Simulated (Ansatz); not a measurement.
# A geometry optimisation of AlBrF2GeH2 with PBE0-D3(BJ)/def2-SVP

The starting geometry of this gas-phase singlet was optimised with GFN2-xTB.

```xyz
7

Al   -1.2656    0.3250   -0.6013
Br    1.4295    0.4902    1.9046
F    -2.3238   -0.1770   -1.7570
F     0.3689    0.1368   -1.2455
Ge    1.0707   -1.1869    0.3780
H    -1.0193   -0.9775    0.4818
H    -1.3000    1.6607    0.1111
```

**Question.** Where would you expect an optimisation with PBE0-D3(BJ)/def2-SVP to take it?

**Answer.** A new bond forms, giving a structure with F4 bridging Ge5 and Al1, H6 bridging Ge5 and Al1, given below by its coordinates. Contacts that close: Ge5–H6 (2.10 → 1.77 Å).

The energy falls by 0.40 eV over 11 steps:

| step | E − E(last) (eV) |
| --- | --- |
| 1 | 0.403 |
| 2 | 0.073 |
| 3 | 0.037 |
| 4 | 0.009 |
| 5 | 0.005 |
| 7 | 0.001 |
| 8 | 0.000 |
| 9 | 0.000 |
| 10 | 0.000 |
| 11 | 0.000 |

Final geometry (Å):

```json
{"atom": "Al", "x (Å)": "-1.2336", "y (Å)": "0.4115", "z (Å)": "-0.6281"}
{"atom": "Br", "x (Å)": "1.5355", "y (Å)": "0.3508", "z (Å)": "1.8849"}
{"atom": "F", "x (Å)": "-2.2551", "y (Å)": "-0.3088", "z (Å)": "-1.7280"}
{"atom": "F", "x (Å)": "0.4490", "y (Å)": "0.1570", "z (Å)": "-1.1542"}
{"atom": "Ge", "x (Å)": "0.8630", "y (Å)": "-1.2524", "z (Å)": "0.3008"}
{"atom": "H", "x (Å)": "-0.8448", "y (Å)": "-0.8686", "z (Å)": "0.5395"}
{"atom": "H", "x (Å)": "-1.5536", "y (Å)": "1.7818", "z (Å)": "0.0567"}
```

Frequencies at the end are all real (lowest 53 cm⁻¹). Run with Ansatz 0.2.0, 48 s on 2 threads of Intel(R) Xeon(R) Platinum 8259CL CPU @ 2.50GHz (Skylake/Cascade Lake) (shared host).
